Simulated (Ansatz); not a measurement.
## A family of molecules: the HOMO–LUMO gap

Gas-phase molecules, one atom swapped for its congeners: C2H9BS `[BH3-][S+](C)C`; C2H9AlS `C[S+](C)[AlH3-]`; C2H9GaS `C[S+](C)[GaH3-]`. All are singlets with charge 0.

Shapes, held fixed at every level: PBE0-D4/def2-TZVP. Programs: Ansatz 0.2.0. Values in eV.

**Question.** How should the HOMO–LUMO gap change along the series?

**Answer.** At wB97M-V/def2-TZVPP the HOMO–LUMO gap isn't monotonic: it is largest for B and smallest for Al (12.36 and 11.63 eV). Every level shows the same order. Relativity is left out for Ga. Orbital gaps aren't excitation energies, and the LUMO depends on the basis.

```json
{"level": "r2SCAN-D4/def2-TZVPP", "C2H9BS": "6.64", "C2H9AlS": "5.98", "C2H9GaS": "6.21"}
{"level": "B3LYP-D4/def2-TZVPP", "C2H9BS": "7.86", "C2H9AlS": "7.20", "C2H9GaS": "7.38"}
{"level": "PBE0-D4/def2-TZVPP", "C2H9BS": "8.31", "C2H9AlS": "7.63", "C2H9GaS": "7.83"}
{"level": "r2SCAN0-D4/def2-TZVPP", "C2H9BS": "8.70", "C2H9AlS": "8.01", "C2H9GaS": "8.22"}
{"level": "wB97X-V/def2-TZVPP", "C2H9BS": "12.86", "C2H9AlS": "12.19", "C2H9GaS": "12.20"}
{"level": "wB97M-V/def2-TZVPP", "C2H9BS": "12.36", "C2H9AlS": "11.63", "C2H9GaS": "11.72"}
```
